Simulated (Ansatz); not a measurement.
# C2H6BeFSi: structure from calculated spectroscopic constants

These gas-phase data were calculated for one isomer of C2H6BeFSi at PBE0-D3(BJ)/def2-SVP (harmonic, unscaled wavenumbers; equilibrium rotational constants with average atomic masses):

```
rotational constants            : 5.907, 1.803, 1.423 GHz
all wavenumbers above 1500 cm⁻¹ : 3168, 3167, 3142, 3142, 3047, 3047
dipole moment                   : 2.41 D (PBE0/def2-TZVPD)
```

Candidates:

(1) `CC[SiH][Be][F]`, a doublet
(2) `C[Si](C)[Be][F]`, a doublet

Q: Assign the data to one candidate and say why.

A: Candidate (2). No mode falls between 2000 and 2380 cm⁻¹, where the Si–H stretch of (1) would stand.

The same quantities for all candidates:

```
     rotational constants (GHz)         wavenumbers above 1500 cm⁻¹  dipole (D)  E above the lowest, PBE0-D3(BJ)/def2-SVP (kcal/mol)
(1)          6.25, 1.749, 1.401  3143, 3136, 3104, 3053, 3047, 2215        2.14                                                  8.7
(2)         5.907, 1.803, 1.423  3168, 3167, 3142, 3142, 3047, 3047        2.41                                                  0.0
```

Harmonic stretches to hydrogen usually lie a few per cent above observed fundamentals. Each candidate is one conformer. Open shells are spin-unrestricted. Programs: Ansatz 0.2.0.
